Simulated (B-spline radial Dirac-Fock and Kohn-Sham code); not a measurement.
# Re⁺ 4p1/2: cross section and angular parameters

System: Re⁺ in the configuration 1s2 2s2 2p6 3s2 3p6 3d10 4s2 4p6 4d10 4f14 5s2 5p6 5d5 6s1; threshold 525.0 eV (orbital energy of the model). Method: Dirac-Hartree-Slater photoionisation with a Latter tail; cross sections with all multipoles, angular parameters from the dipole term and its interference with E2. Computed with a B-spline atomic structure program.

Input of the calculation (task.json; shells as n, l, electrons):

```json
{"items": [{
  "Z": 75,
  "q": 1,
  "cfg": [[1, 0, 2], [2, 0, 2], [2, 1, 6], [3, 0, 2], [3, 1, 6], [3, 2, 10], [4, 0, 2], [4, 1, 6], [4, 2, 10], [4, 3, 14], [5, 0, 2], [5, 1, 6], [5, 2, 5], [6, 0, 1]],
  "A": 187,
  "rrms": 5.3698,
  "do": "xps",
  "hv": [60, 72.7, 78.3, 100, 108.0, 116.0, 126.0, 163.0, 214.0, 269.0, 453.0, 600, 924.0, 1000, 1210.0, 1350.0, 1470.0, 1486.9, 1650.0, 1890.0, 2580.0, 2940.0, 2984.4, 5190.0, 6000, 7050.0, 7910.0, 12000, 12800.0, 13200.0]
}]}
```

Launch: `python xray2_run.py task.json out`

For linearly polarised light dσ/dΩ = σ/(4π) [1 + β P₂(cos θ) + (δ + γ cos²θ) sin θ cos φ], with θ from the polarisation vector and φ the angle between the beam and the projection of the electron momentum on the plane normal to the polarisation.

```
hν (eV)  σ (kb)       β       γ       δ
    600    50.3  -0.286  -0.242   0.104
    924    43.9   1.053   0.380   0.060
   1000    41.7   1.170   0.432   0.048
   1210    35.7   1.373   0.456   0.026
   1350       ?       ?       ?       ?
   1470    29.2   1.505   0.385   0.012
 1486.9    28.8   1.511   0.379   0.011
   1650    25.5   1.560   0.320   0.007
   1890    21.4   1.609   0.235   0.003
   2580    13.8   1.672   0.063  -0.003
   2940    11.2   1.684   0.016  -0.004
 2984.4    10.9   1.685   0.012  -0.004
   5190    4.07   1.671   0.072  -0.004
   6000    3.06   1.655   0.158  -0.003
   7050    2.20   1.632   0.286  -0.001
   7910    1.73   1.613   0.395   0.001
  12000   0.684   1.527   0.901   0.018
  12800   0.589   1.511   0.992   0.022
  13200   0.548   1.504   1.037   0.024
```

Question: Give the values at 1350 eV.

Answer: σ = 32.0 kb, β = 1.454, γ = 0.424, δ = 0.017.
